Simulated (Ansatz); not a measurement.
Total energies of NbF₅ from Ansatz at PBE0-D4/def2-TZVPD, gas phase (1 Eh = 27.2114 eV = 2625.5 kJ/mol). The reference geometry is relaxed at r2SCAN-D4/def2-SVP.

```csv
state,geometry,energy (Eh)
charge 0 singlet,reference,-556.26271
charge -1 doublet,reference,-556.30539
charge -1 doublet,relaxed at r2SCAN-D4/def2-SVPD,-556.32696
free Nb atom (sextet),–,-56.81952
free F atom (doublet),–,-99.67703
```

In the def2 sets Nb takes a core potential; there is no spin–orbit coupling.

**Question.** Work out the vertical electron affinity, to the doublet.

**Answer.** E(charge 0 singlet) − E(charge -1 doublet) = -556.26271 − (-556.30539) = 0.04268 Eh = 1.16 eV.

**Question.** How much does the charge -1 doublet relax, and what is the adiabatic electron affinity?

**Answer.** Relaxation: -556.30539 − (-556.32696) = 0.02157 Eh = 0.59 eV. Adiabatic electron affinity: 0.06425 Eh = 1.75 eV, without zero-point energy. 

**Question.** What is the binding energy per atom against free atoms?

**Answer.** Atoms: 1 × (-56.81952) + 5 × (-99.67703) = -555.20467 Eh. Binding: -555.20467 − (-556.26271) = 1.05804 Eh = 28.79 eV, or 4.80 eV for each of 6 atoms (no zero-point energy, no counterpoise term).

At PBE0-D4/def2-TZVPD the highest occupied level of the charge -1 doublet lies above zero (up to 1.27 eV). By energy differences its removal costs 1.16 eV (vertical, to the charge 0 singlet, at PBE0-D4/def2-TZVPD); a positive level beside a positive removal energy at the same level points to self-interaction error.
